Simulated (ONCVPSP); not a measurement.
# A failed generation for B (Z = 5)

Input:

```
# ATOM AND REFERENCE CONFIGURATION
# atsym  z   nc   nv     iexc    psfile
  B 5.00    1    2        4      upf
#
#   n    l    f
    1    0    2.00
    2    0    2.00
    2    1    1.00
#
# PSEUDOPOTENTIAL AND OPTIMIZATION
# lmax
    1
#
#   l,   rc,      ep,       ncon, nbas, qcut
    0    2.14    0.00    4    8    3.00
    1    2.10    0.00    4    8    5.40
#
# LOCAL POTENTIAL
# lloc, lpopt,  rc(5),   dvloc0
    0    5    2.14    0.00
#
# VANDERBILT-KLEINMAN-BYLANDER PROJECTORs
# l, nproj, debl
    0    0    2.50
    1    2    1.70
#
# MODEL CORE CHARGE
# icmod, fcfact, rcfact
    1    0.35    0.00
#
# LOG DERIVATIVE ANALYSIS
# epsh1, epsh2, depsh
   -2.00    5.00    0.02
#
# OUTPUT GRID
# rlmax, drl
    6.00    0.01
#
# TEST CONFIGURATIONS
# ncnf
    4
# nvcnf
#   n    l    f
    2
    2    0    2.00
    2    1    0.00
#
    2
    2    0    1.00
    2    1    0.00
#
    2
    2    0    2.00
    2    1    0.50
#
    2
    2    0    1.00
    2    1    1.00
#
```

```bash
oncvpsp.x < B.dat > B.out
```

End of the output:

```
ONCVPSP  (Optimized Norm-Conservinng Vanderbilt PSeudopotential)
scalar-relativistic version 4.0.1

test_data: rc < rc(lloc) for l = 1.  Not allowed.
ERROR: test_data found   1 ERROR; stopping
```

Q: Why did it fail, and what change makes it run?

A: The run stopped because the input breaks a rule of the program: no channel may have a smaller radius than the local channel. A run that differs only in the following succeeds: s: rc 1.7. This is one of several that fit.
